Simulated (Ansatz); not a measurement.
`O=C[NH][GeH3]`. Charge 0, multiplicity 1.

Cartesian coordinates in Å:
```
O 0.614 1.884 0.045
C 1.244 0.850 0.091
N 0.665 -0.368 0.049
Ge -1.195 -0.459 -0.087
H 2.347 0.832 0.171
H 1.262 -1.178 0.092
H -1.638 0.205 -1.392
H -1.823 0.204 1.140
H -1.477 -1.969 -0.109
```

Task: List the harmonic frequencies (cm⁻¹, unscaled) at PBE0-D4/def2-TZVP in Ansatz. (Estimate.)

Result: Ansatz gave: 135, 155, 234, 519, 570, 579, 641, 826, 843, 873, 884, 1041, 1150, 1392, 1428, 1784, 2168, 2195, 2197, 2965, 3644.

Task: Is this a minimum?

Result: Yes, all 21 modes are real.

Task: Give the ideal-gas thermochemistry at 298.15 K and 1 bar (rigid rotor, harmonic oscillator; point group Cs, symmetry number 1).

Result: Zero-point energy 156.8 kJ/mol; H(298) − E = 174.2 kJ/mol; entropy 318.7 J/(mol·K), of which translation 168.5, rotation 107.6, vibration 42.5; G(298) − E = 79.2 kJ/mol.
